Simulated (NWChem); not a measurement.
System: arsine (AsH3); SMILES [AsH3]

Input file for NWChem:

```
start job
memory heap 200 mb stack 900 mb global 1100 mb
geometry units angstroms noautosym nocenter noautoz
  As     0.005801    -0.004148     0.052791
  H     -1.293829     0.413383    -0.626293
  H      0.827634     0.937993    -0.819900
  H      0.203798    -1.163097    -0.917904
end
basis spherical bse
  As library x2c-svpall-s
  H library x2c-svpall-s
end
relativistic
  zora on
  zora:cutoff 1d-30
end
dft
  xc xpbe96 cpbe96
  grid fine
  iterations 150
end
property
  shielding 2 1 2
end
task dft property
```

NWChem printed, in part:

```
             Northwest Computational Chemistry Package (NWChem) 7.3.0
             --------------------------------------------------------

                             Geometry "geometry" -> ""
                             -------------------------

 Output coordinates in angstroms (scale by  1.889725989 to convert to a.u.)

  No.       Tag          Charge          X              Y              Z
 ---- ---------------- ---------- -------------- -------------- --------------
    1 As                  33.0000     0.00580100    -0.00414800     0.05279100
    2 H                    1.0000    -1.29382900     0.41338300    -0.62629300
    3 H                    1.0000     0.82763400     0.93799300    -0.81990000
    4 H                    1.0000     0.20379800    -1.16309700    -0.91790400

 Effective nuclear repulsion energy (a.u.)      35.0844013252

  pbe96 is a nonlocal functional; adding pw91lda local functional.
                              NWChem Property Module
                              ----------------------

  itol2e modified to match energy
  convergence criterion.

                                 NWChem DFT Module
                                 -----------------

 Summary of "ao basis" -> "ao basis" (spherical)
 ------------------------------------------------------------------------------
       Tag                 Description            Shells   Functions and Types
 ---------------- ------------------------------  ------  ---------------------
 As                       x2c-svpall-s              14       38   5s6p3d
 H                        x2c-svpall-s               4        8   2s2p

  itol2e modified to match energy
  convergence criterion.

            General Information
            -------------------
          SCF calculation type: DFT
          Wavefunction type:  closed shell.
          No. of atoms     :     4
          No. of electrons :    36
           Alpha electrons :    18
            Beta electrons :    18
          Charge           :     0
          Spin multiplicity:     1
          Use of symmetry is: off; symmetry adaption is: off
          Maximum number of iterations: 150
          AO basis - number of functions:    62
                     number of shells:    26
          Convergence on energy requested:  1.00D-07
          Convergence on density requested:  1.00D-05
          Convergence on gradient requested:  5.00D-04

              XC Information
              --------------
          PerdewBurkeErnzerhof Exchange Functional  1.000
            Perdew 1991 LDA Correlation Functional  1.000 local
           PerdewBurkeErnz. Correlation Functional  1.000 non-local

             Grid Information
             ----------------
          Grid used for XC integration:  fine
          Radial quadrature: Mura-Knowles
          Angular quadrature: Lebedev.
          Tag              B.-S. Rad. Rad. Pts. Rad. Cut. Ang. Pts.
          ---              ---------- --------- --------- ---------
          As                  1.15      140           7.0       974
          H                   0.35       60           8.0       590
          Grid pruning is: on
          Number of quadrature shells:   320
          Spatial weights used:  Erf1

      Superposition of Atomic Density Guess
      -------------------------------------

 Sum of atomic energies:       -2225.19976222
          Performing ZORA calculations
          ----------------------------

       Generating atomic ZORA corrections
       ----------------------------------

      Superposition of Atomic Density Guess
      -------------------------------------

 Sum of atomic energies:       -2225.19976222

      Non-variational initial energy
      ------------------------------

 Total energy =   -2225.394098
 1-e energy   =   -3177.485521
 2-e energy   =     917.007022
 HOMO         =      -0.304124
 LUMO         =       0.086058

   convergence    iter        energy       DeltaE   RMS-Dens  Diis-err
 ---------------- ----- ----------------- --------- --------- ---------
 d= 0,ls=0.0,diis     1  -2272.9715455945 -2.31D+03  1.75D-02  7.96D+01
 d= 0,ls=0.0,diis     2  -2273.1396954719 -1.68D-01  7.02D-03  6.60D-01
 d= 0,ls=0.0,diis     3  -2273.1420688954 -2.37D-03  3.73D-03  1.03D-01
 d= 0,ls=0.0,diis     4  -2273.1460202457 -3.95D-03  8.71D-04  1.28D-02
 d= 0,ls=0.0,diis     5  -2273.1464748953 -4.55D-04  2.32D-04  1.95D-04
  Resetting Diis
 d= 0,ls=0.0,diis     6  -2273.1465135146 -3.86D-05  6.05D-05  6.70D-06
 d= 0,ls=0.0,diis     7  -2273.1465147506 -1.24D-06  2.32D-06  7.21D-09
 d= 0,ls=0.0,diis     8  -2273.1465147505  1.77D-11  1.49D-06  1.12D-08

      Commencing ZORA Property Calculations
      -------------------------------------

(nogshift,skip_gshiftAOev,done_Fji)=( 1,F,T)

         Total DFT energy =    -2273.146514750549
      One electron energy =    -3228.409383361924
           Coulomb energy =     1005.302840308627
    Exchange-Corr. energy =      -85.124373022432
 Nuclear repulsion energy =       35.084401325181

       Scaling correction =       13.801511926662

 Numeric. integr. density =       36.000001319432

                       DFT Final Molecular Orbital Analysis
                       ------------------------------------

 Vector   16  Occ=2.000000D+00  E=-3.250787D-01
              MO Center= -3.3D-01,  2.7D-01, -4.0D-01, r^2= 2.0D+00
   Bfn.  Coefficient  Atom+Function         Bfn.  Coefficient  Atom+Function
  ----- ------------  ---------------      ----- ------------  ---------------
    39     -0.356726  2 H  s                 18      0.349106  1 As px
    21      0.251978  1 As px                47      0.241989  3 H  s
    15     -0.218103  1 As px                40     -0.189897  2 H  s
    48      0.128819  3 H  s                 55      0.114738  4 H  s
    56      0.061079  4 H  s                  6      0.052640  1 As px

 Vector   17  Occ=2.000000D+00  E=-3.250757D-01
              MO Center=  2.3D-01, -1.9D-01, -4.9D-01, r^2= 2.0D+00
   Bfn.  Coefficient  Atom+Function         Bfn.  Coefficient  Atom+Function
  ----- ------------  ---------------      ----- ------------  ---------------
    19      0.350394  1 As py                55     -0.345667  4 H  s
    47      0.272196  3 H  s                 22      0.252911  1 As py
    16     -0.218906  1 As py                56     -0.184014  4 H  s
    48      0.144902  3 H  s                 39      0.073468  2 H  s
    25      0.058332  1 As d -1               7      0.052834  1 As py

 Vector   18  Occ=2.000000D+00  E=-2.443902D-01
              MO Center=  1.9D-02, -1.4D-02,  1.7D-01, r^2= 2.1D+00
   Bfn.  Coefficient  Atom+Function         Bfn.  Coefficient  Atom+Function
  ----- ------------  ---------------      ----- ------------  ---------------
    20      0.385232  1 As pz                23      0.381225  1 As pz
     4      0.376329  1 As s                  5      0.337865  1 As s
     3     -0.244493  1 As s                 17     -0.240754  1 As pz
    39     -0.162896  2 H  s                 47     -0.162900  3 H  s
    55     -0.162896  4 H  s                 40     -0.127511  2 H  s

 Vector   19  Occ=0.000000D+00  E= 6.249717D-04
              MO Center=  1.1D-01, -5.3D-02, -1.9D-01, r^2= 3.3D+00
   Bfn.  Coefficient  Atom+Function         Bfn.  Coefficient  Atom+Function
  ----- ------------  ---------------      ----- ------------  ---------------
    22      1.061035  1 As py                56      0.878829  4 H  s
    48     -0.782427  3 H  s                 19      0.313041  1 As py
    55      0.264063  4 H  s                 47     -0.235092  3 H  s
    21      0.203028  1 As px                16     -0.196992  1 As py
    40     -0.096457  2 H  s                 25     -0.075685  1 As d -1

 Vector   20  Occ=0.000000D+00  E= 6.289312D-04
              MO Center= -1.5D-01,  8.1D-02, -1.6D-01, r^2= 3.3D+00
   Bfn.  Coefficient  Atom+Function         Bfn.  Coefficient  Atom+Function
  ----- ------------  ---------------      ----- ------------  ---------------
    21      1.056174  1 As px                40      0.959046  2 H  s
    48     -0.563203  3 H  s                 56     -0.396165  4 H  s
    18      0.311596  1 As px                39      0.288171  2 H  s
    15     -0.196083  1 As px                22     -0.194352  1 As py
    47     -0.169203  3 H  s                 23     -0.132752  1 As pz

 Vector   21  Occ=0.000000D+00  E= 2.576390D-02
              MO Center= -6.8D-02,  4.8D-02, -6.1D-01, r^2= 4.3D+00
   Bfn.  Coefficient  Atom+Function         Bfn.  Coefficient  Atom+Function
  ----- ------------  ---------------      ----- ------------  ---------------
     5      1.316697  1 As s                 23     -1.086250  1 As pz
    40     -1.010928  2 H  s                 48     -1.010669  3 H  s
    56     -1.010735  4 H  s                  4      0.628255  1 As s
     3     -0.322829  1 As s                 20     -0.232331  1 As pz
    17      0.146692  1 As pz                21     -0.120660  1 As px

     Multipole analysis of the density
     ---------------------------------

     L   x y z        total         alpha         beta         nuclear
     -   - - -        -----         -----         ----         -------
     0   0 0 0     -0.000000    -18.000000    -18.000000     36.000000

     1   1 0 0     -0.016842      0.058630      0.058630     -0.134103
     1   0 1 0      0.012075     -0.042524     -0.042524      0.097122
     1   0 0 1     -0.151679      0.511860      0.511860     -1.175398

     2   2 0 0    -14.467799    -11.522062    -11.522062      8.576324
     2   1 1 0      0.010917     -0.001036     -0.001036      0.012988
     2   1 0 1     -0.137120      0.012186      0.012186     -0.161491
     2   0 2 0    -14.460437    -11.522778    -11.522778      8.585120
     2   0 1 1      0.098365     -0.008715     -0.008715      0.115795
     2   0 0 2    -15.688772    -11.413654    -11.413654      7.138536

            Scalar ZORA NMR Shielding
            -------------------------

          -----------------------------------------
          Chemical Shielding Tensors (GIAO, in ppm)
          -----------------------------------------

                                NWChem CPHF Module
                                ------------------

  scftype          =     RHF
  nclosed          =       18
  nopen            =        0
  variables        =      792
  # of vectors     =        3
  tolerance        = 0.10D-03
  level shift      = 0.00D+00
  max iterations   =       50
  max subspace     =       30

 SCF residual:    2.0050577906698132E-005

Iterative solution of linear equations
  No. of variables      792
  No. of equations        3
  Maximum subspace       30
        Iterations       50
       Convergence  1.0D-04

   iter   nsub   residual    time
   ----  ------  --------  ---------
     1      3    5.12D-06      19.6

      Atom:    1  As
        Diamagnetic
   2867.0003      0.0162     -0.2042
      0.0162   2867.0113      0.1465
     -0.2042      0.1465   2865.1823

        Paramagnetic
   -952.2956      1.1027    -13.7537
      1.1027   -951.5342      9.8542
    -13.7537      9.8542  -1074.6845

        Total Shielding Tensor
   1914.7047      1.1189    -13.9579
      1.1189   1915.4771     10.0007
    -13.9579     10.0007   1790.4978

           isotropic =    1873.5599
          anisotropy =      64.0742

          Principal Components and Axis System
                 1           2           3
             1916.2760   1916.2503   1788.1532

      1         0.3780      0.9192      0.1100
      2         0.9253     -0.3711     -0.0788
      3         0.0316     -0.1315      0.9908

      Atom:    2  H
        Diamagnetic
     37.2218     -5.2572      8.3083
     -5.2572     22.5036     -2.6341
      8.3083     -2.6341     24.4077

        Paramagnetic
     -0.9586      1.1597     -1.8908
      1.1597      2.2762      0.6407
     -1.8908      0.6407      0.9489

        Total Shielding Tensor
     36.2632     -4.0975      6.4175
     -4.0975     24.7799     -1.9933
      6.4175     -1.9933     25.3567

           isotropic =      28.7999
          anisotropy =      17.6218

          Principal Components and Axis System
                 1           2           3
               40.5478     23.4703     22.3816

      1         0.8714      0.2843     -0.3998
      2        -0.2776      0.9577      0.0761
      3         0.4045      0.0447      0.9134
```

Level: PBE/x2c-SVPall-s, scalar ZORA without spin-orbit coupling, GIAO. Geometry: optimised at PBE0/def2-SVP. The printed shielding anisotropy is the first printed principal value minus the mean of the other two.
